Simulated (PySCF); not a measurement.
Precursor series Sc Cl-OH. Gas-phase values, no solvent. One relaxed conformer stands for each flexible species; it need not be the lowest.

Method: PBE-D3(BJ)/def2-TZVP // r2SCAN-D4/def2-SVP in PySCF 2.14.0. 

| species | LUMO (eV) | HOMO (eV) | mean distance from the central atom to its bonded neighbours (Å) |
|---|---|---|---|
| 0 of 3 Cl replaced by OH | -4.17 | -7.88 | ___ |
| 1 of 3 Cl replaced by OH ([Sc(Cl)2(OH)]) | -3.55 | -7.42 | 2.137 |
| 2 of 3 Cl replaced by OH | -2.88 | -6.90 | 2.003 |
| 3 of 3 Cl replaced by OH ([Sc(OH)3]) | ___ | ___ | 1.873 |

### Question
Fill in the missing entries.

### Answer

- 0 of 3 Cl replaced by OH, mean distance from the central atom to its bonded neighbours (Å): 2.268
- 3 of 3 Cl replaced by OH ([Sc(OH)3]), LUMO (eV): -2.21
- 3 of 3 Cl replaced by OH ([Sc(OH)3]), HOMO (eV): -6.60
